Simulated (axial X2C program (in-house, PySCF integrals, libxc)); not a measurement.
Results of a calculation; reference values are marked as such.
## CsAu: input and output

Program: an in-house all-electron X2C program for linear molecules (integrals from PySCF).

Input:
```json
{"zs": [79, 55], "q": 0, "bas": ["dyall-v2z", "dyall-v2z"], "levels": ["PBE0", "HF", "r2SCAN", "BP86"], "cc": false, "r0": 3.56, "npts": 10, "nst": 2, "ntry": 6}
```
```bash
python so2c.py task.json out
```

Keys: zs atomic numbers; q charge; bas basis sets; levels methods; cc coupled cluster on or off; r0 starting distance in Å; npts points on the curve; nst determinants followed; ntry starts of the search. HF also brings MP2.

Output of the r2SCAN step, scalar-relativistic, at R = 3.084 Å for the state M_S = 0, Λ = 0. It starts from PBE0 orbitals of this distance.

```
spin-free X2C-1e  r2SCAN
basis functions 213  fitting functions 1273  grid points 5806
iter        total energy     max residual
   1     -26801.074104021     3.83e-01
   2     -26801.079827532     9.38e-03
   3     -26801.079731142     1.14e-02
   4     -26801.080035513     1.60e-03
   5     -26801.080046285     1.16e-03
   6     -26801.080055218     2.20e-04
   7     -26801.080056410     1.32e-05
   8     -26801.080056414     1.44e-05
   9     -26801.080056416     1.16e-06
converged
one-electron -38208.78499062  Coulomb 11226.61210207  exact exchange 0.00000000  xc functional -564.45677275  nuclear repulsion 745.54960488
```
Energies are in hartree; totals compare only within one Hamiltonian and basis.
